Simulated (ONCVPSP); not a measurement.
**aluminium, ONCV: configuration errors across variants**

- Element: Al (Z = 13)
- Generator: ONCVPSP 4.0.1
- Type: optimised norm-conserving Vanderbilt (ONCV)
- Functional: BLYP
- Relativity: scalar-relativistic
- Frozen core: [Ne]
- Valence charge: 3
- Reference configuration: 3s2 3p1
- Partial waves: 3s: rc 1.80 bohr, ncon 3, nbas 6, qcut 4.1 1/bohr, 1 projector; 3p: rc 2.75 bohr, ncon 3, nbas 7, qcut 2.8 1/bohr, 2 projectors, debl 0.4 Ha; d scattering state at 0.08 Ha: rc 2.95 bohr, ncon 4, nbas 9, qcut 3.1 1/bohr, 1 projector
- Local potential: polynomial inside 1.35 bohr (lpopt 5, dvloc0 3 Ha)
- Core correction: Teter function fitted to the true core (icmod 2), fcfact 0.3

All-electron excitation energies from the reference (eV): (1) 3s2 3p0 5.627; (2) 3s1 3p0 24.842; (3) 3s2 3p0.5 2.012; (4) 3s1 3p1 11.468.

1 further variants failed, have other tests or another functional or relativity, and are left out.

Errors AE − PS in meV (a dash: test not solved or not reliable):

```tsv
change	(1)	(2)	(3)	(4)	bound ghosts	GHOST(+) flags above zero
base	+1.6	+37	+0.2	+11	none	none
s: nproj 0; local potential the s channel	+1.0	+33	+0.1	+9.9	none	none
p: debl 0.95	+1.6	+37	+0.2	+11	none	none
s: qcut 5; p: qcut 3.4; d: qcut 3.8	+1.6	+37	+0.2	+11	none	none
```

(1) Give the same row for: p: rc 2.38.

Results:

(1) +2.6, +41, +0.4, +10.0; bound ghosts: none; GHOST(+) flags above zero: none.
